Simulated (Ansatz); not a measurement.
Dissociation curve of ClMg (cation, charge +1), lowest triplet found (which spin is the ground state isn't settled by this scan).

UHF/cc-pVDZ (Ansatz, a program for electronic structure); UKS-PBE = Ansatz with unrestricted PBE/cc-pVDZ; UMP2 = MP2 on UHF/cc-pVDZ, frozen core run with Ansatz; FCI = full CI/cc-pVDZ, frozen core in Ansatz.

Energies relative to the lowest point of each curve between 2.21 and 3.27 Å, where full CI is lowest, in kJ/mol:

```
R / Å   UHF  UKS-PBE  UMP2
-----  ----  -------  ----
2.21   63.2     57.5  57.6
2.38   25.7     21.2  21.1
2.45   16.7     12.8  12.8
2.51   11.1      7.7   7.7
2.63    4.1      1.8   1.9
2.88    0.0      0.8   0.5
3.57    7.6     20.6  14.6
4.78   17.2     42.2  27.6
5.31   19.1     45.6  29.8
6.08   20.8     48.1  31.8
7.04   21.9     48.4  32.9
8.34   22.4     46.9  33.4
```

Q: Predict the corresponding FCI column.

A: 2.21: 56.3; 2.38: 20.1; 2.45: 11.9; 2.51: 7.0; 2.63: 1.5; 2.88: 1.0; 3.57: 17.3; 4.78: 31.3; 5.31: 33.7; 6.08: 35.7; 7.04: 36.8; 8.34: 37.4 (kJ/mol).
